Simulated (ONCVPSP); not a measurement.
## indium: one change to an ONCV potential, before and after

indium (In), optimised norm-conserving Vanderbilt (ONCV), made with ONCVPSP 4.0.1 (PBE, scalar-relativistic). Core [Kr], reference 4d10 5s2 5p1. Waves: 5s: rc 2.30 bohr, ncon 4, nbas 7, qcut 2.6 1/bohr, 2 projectors, debl 2.6 Ha; 5p: rc 2.45 bohr, ncon 4, nbas 8, qcut 3.1 1/bohr, 2 projectors, debl 1.8 Ha; 4d: rc 1.05 bohr, ncon 4, nbas 7, qcut 8.7 1/bohr, 2 projectors, debl 3 Ha. Local part: polynomial inside 0.85 bohr (lpopt 4, dvloc0 -1 Ha). Core correction: Teter function, parameters optimised by the program.

Change: core correction Teter function, fcfact 5.75, rcfact 1.75.

Cutoffs: the cutoffs (Ha) at which the residual kinetic energy of the hardest occupied pseudo-wave falls to 1 and 0.1 mHa per electron; they do not see the model core or the augmentation charge, which bear on the density cutoff. Errors are all-electron minus pseudo energies relative to the spin-unpolarised reference configuration.

Task: How do hardness, ghosts and transferability respond?

Result: The potential gets neither clearly harder nor softer (42 Ha and 128 Ha → 42 Ha and 128 Ha); both files keep a bound ghost (p, s); of the 3 tests that both files solve, the error grows in 3 and shrinks in 0 by more than 15 % and 0.3 meV (median size 1.8 → 8.8 meV). A model core, the more so a compact one, raises the density cutoff, which this test does not measure.

```tsv
quantity	base	changed
cutoff, loose	42 Ha	42 Ha
cutoff, tight	128 Ha	128 Ha
bound ghosts	s, p	s, p
GHOST(+) flags under 300 eV	s at 134.8 eV	s at 134.8 eV
tests with a reliable result	3 of 4	3 of 4
error for 4d10 5s2 5p0, meV [ΔE 5.36 eV]	-1.8	-8.8
error for 4d10 5s1 5p0, meV [ΔE 24.60 eV]	-15	-110
error for 4d10 5s2 5p0.5, meV [ΔE 1.94 eV]	-0.5	-1.5
s: phases at 2.34 bohr within 0.05 rad from the reference energy up to (Ha; the scan ends near 5)	3.1	3.1
p: phases at 2.48 bohr within 0.05 rad from the reference energy up to (Ha; the scan ends near 5)	2.9	2.9
d: phases at 1.07 bohr within 0.05 rad from the reference energy up to (Ha; the scan ends near 5)	to the end of the scan	to the end of the scan
rms error of d²Exc/dni dnj with the model core, mHa	0.14	2.27
```

 A true bound ghost makes a file unfit for plane-wave use even where its test errors are small: the radial tests pick states by their node count and pass the ghost by.
